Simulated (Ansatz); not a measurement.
Total energies of ClH₄MoN₃, SMILES `[NH]=[Mo](=[NH])([NH2])[Cl]`.

```xyz
9

N     1.727    0.024    0.085
Mo    0.069    0.411   -0.180
N    -0.551   -0.333   -1.605
N    -0.927   -0.292    1.311
Cl   -0.131    2.686   -0.390
H     2.621   -0.378   -0.163
H    -0.480   -0.863   -2.463
H    -1.829   -0.732    1.210
H    -0.500   -0.524    2.195
```

Total charge 0; spin multiplicity 1. Correlated methods include outer-core shells of Mo, which these sets cover unevenly. Mo takes the def2 core potential. All single points use the PBE0-D4/def2-TZVP geometry. It is one conformer, not always the lowest. Basis def2-TZVPP, Ansatz 0.2.0.

RPA on PBE orbitals: Hartree–Fock energy of these orbitals -692.75502 Eh, correlation -2.08741 Eh (frozen core).

| functional | energy without D4 (Eh) | D4 term (kJ/mol) |
| --- | --- | --- |
| LDA (SPW92) | -692.36197 | – |
| PBE | -694.95448 | -26.4 |
| revPBE | -695.22883 | -69.5 |
| BLYP | -695.23685 | -56.5 |
| r2SCAN | -695.21612 | -6.3 |
| B97M-V | -695.14689 | – |
| PBE0 | -694.92381 | -22.6 |
| B3LYP | -695.32380 | -42.8 |
| r2SCANh | -695.17168 | -6.8 |
| r2SCAN0 | -695.10683 | -7.6 |
| HSE06 (plane-wave form) | -694.90782 | -21.2 |
| BHLYP | -695.02977 | -35.5 |
| CAM-B3LYP | -695.16607 | -23.2 |
| LC-ωPBE | -695.04029 | – |
| ωB97X-V | -695.10190 | – |
| ωB97M-V | -695.09226 | – |
| B2PLYP | -694.95682 | – |
| PBE-QIDH | -694.76129 | – |

B3LYP takes the VWN-RPA correlation (the form of Gaussian; ORCA's B3LYP/G). HSE06 is the plane-wave form, built on full-range PBE exchange. The double hybrids freeze the cores in their second-order part.

LC-ωPBE has ω = 0.4 bohr⁻¹.
